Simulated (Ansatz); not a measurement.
Task: Name a neutral molecule of C, F, N, O, Si and H with size of the dipole moment (PBE/def2-TZVPP) between 0.35 and 0.65 D and LUMO energy (PBE/def2-TZVPP) between -0.75 and -0.45 eV (Ansatz, PBE0-D4/def2-TZVP geometry).

Result: `CN([SiH2]O)[SiH2]F` (0.56 D, -0.54 eV). Other molecules can fit too; these were computed, each in one conformer that needn't be the lowest.
